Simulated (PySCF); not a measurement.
Bi(H)(Me)2 (C2H7Bi), SMILES [CH3][BiH][CH3]. Geometry optimised at B3LYP-D3(BJ)/def2-SVP. The def2 effective core potentials stand for the cores of Bi; spin–orbit coupling is left out.

Calculation: B3LYP-D3(BJ)/def2-SVP run with PySCF 2.14.0.

Harmonic wavenumbers (cm⁻¹): 97, 100, 153, 453, 455, 510, 524, 692, 784, 789, 799, 1176, 1189, 1431, 1433, 1440, 1441, 1758, 3047, 3049, 3159, 3159, 3172, 3172. Rotational constants (GHz): 6.384, 5.202, 3.096; symmetry number 1.

Work out the zero-point energy and the ideal-gas rigid-rotor harmonic-oscillator thermochemistry at 298.15 K and 1 atm.

ZPE = ½ Σ hcν = ½ × 33981 cm⁻¹ = 203.25 kJ/mol. H − E(el) = 222.30 kJ/mol. Entropy in J/(mol K): translation 177.10, rotation 106.90, vibration 56.57, total 340.58. G − E(el) = 120.76 kJ/mol. Cp = 94.39 J/(mol K). Modes under 150 cm⁻¹ make the vibrational entropy uncertain.
